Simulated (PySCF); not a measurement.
Al(Me)(OMe)(NH2) (C2H8AlNO), SMILES C[O][Al]([CH3])[NH2].

Geometry: PBE-D3(BJ)/def2-SVP. The values are those of a single conformer.

Method: TDA-ωB97X/def2-SVPD run with PySCF 2.14.0.

Vertical excitations. The molecule is in vacuum.

Computed UV-visible absorptions:
```
state  energy (eV)  λ (nm)      f                                                                 main pairs
-----  -----------  ------  -----  -------------------------------------------------------------------------
S1            6.26     198  0.065                                                             HOMO→LUMO 83 %
S2            7.21     172  0.028                                         HOMO−1→LUMO 67 %, HOMO→LUMO+3 12 %
S3            7.29     170  0.002                                                           HOMO−2→LUMO 71 %
S4            7.68     161  0.081                                         HOMO→LUMO+1 69 %, HOMO−3→LUMO 18 %
S5            7.83     158  0.195                                         HOMO−3→LUMO 62 %, HOMO→LUMO+1 18 %
S6            7.91     157  0.007                                       HOMO−2→LUMO+1 71 %, HOMO→LUMO+3 11 %
S7            8.01     155  0.000  HOMO→LUMO+3 32 %, HOMO−2→LUMO+1 19 %, HOMO→LUMO+2 18 %, HOMO−3→LUMO+1 6 %
S8            8.17     152  0.019                                       HOMO−3→LUMO+1 65 %, HOMO→LUMO+2 19 %
S9            8.22     151  0.020   HOMO→LUMO+2 25 %, HOMO→LUMO+3 17 %, HOMO−3→LUMO+1 17 %, HOMO→LUMO+4 10 %
S10           8.37     148  0.175                                                         HOMO−1→LUMO+1 87 %
T1            6.03     206      0                                                             HOMO→LUMO 76 %
T2            6.65     186      0                                                           HOMO→LUMO+1 91 %
T3            7.05     176      0                                         HOMO−1→LUMO 60 %, HOMO→LUMO+3 12 %
T4            7.10     175      0                                                           HOMO−2→LUMO 67 %
```
Triplets are in the Tamm–Dancoff approximation.
